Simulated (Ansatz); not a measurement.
`N=C(O)BN` at its PBE0-D4/def2-TZVP geometry, where that method's forces vanish. Charge 0, multiplicity 1.

```json
{"atom": "N1", "x (Å)": "1.535", "y (Å)": "-0.664", "z (Å)": "1.167"}
{"atom": "C2", "x (Å)": "0.534", "y (Å)": "-0.527", "z (Å)": "0.401"}
{"atom": "O3", "x (Å)": "-0.067", "y (Å)": "-1.639", "z (Å)": "-0.083"}
{"atom": "B4", "x (Å)": "-0.124", "y (Å)": "0.828", "z (Å)": "-0.079"}
{"atom": "N5", "x (Å)": "-1.216", "y (Å)": "0.780", "z (Å)": "-0.921"}
{"atom": "H6", "x (Å)": "1.884", "y (Å)": "0.246", "z (Å)": "1.454"}
{"atom": "H7", "x (Å)": "0.421", "y (Å)": "-2.395", "z (Å)": "0.277"}
{"atom": "H8", "x (Å)": "0.325", "y (Å)": "1.873", "z (Å)": "0.289"}
{"atom": "H9", "x (Å)": "-1.691", "y (Å)": "1.594", "z (Å)": "-1.270"}
{"atom": "H10", "x (Å)": "-1.600", "y (Å)": "-0.097", "z (Å)": "-1.234"}
```

Q: For each bond, give half the difference of the two atoms' forces along it (eV/Å; positive pushes the atoms apart) under PBE-D4, r2SCAN-D4, B3LYP-D4, ωB97M-V in def2-TZVPP. (Best estimate.)

A: Ansatz gave: 
| bond | length (Å) | PBE-D4 | r2SCAN-D4 | B3LYP-D4 | ωB97M-V |
| --- | --- | --- | --- | --- | --- |
| N1–C2 | 1.268 | 0.70 | 0.32 | 0.11 | -0.12 |
| N1–H6 | 1.016 | 0.18 | -0.01 | -0.06 | -0.04 |
| C2–O3 | 1.354 | 0.34 | 0.29 | 0.30 | 0.27 |
| C2–B4 | 1.581 | -0.47 | -0.27 | -0.12 | 0.07 |
| O3–H7 | 0.968 | 0.42 | 0.03 | -0.05 | -0.12 |
| B4–N5 | 1.379 | 0.17 | 0.15 | 0.12 | 0.10 |
| B4–H8 | 1.196 | 0.01 | -0.06 | -0.15 | -0.19 |
| N5–H9 | 1.005 | 0.16 | -0.02 | -0.03 | -0.05 |
| N5–H10 | 1.008 | 0.19 | -0.03 | -0.02 | -0.05 |

B3LYP here is the variant with VWN-RPA as its local correlation; programs differ in this.
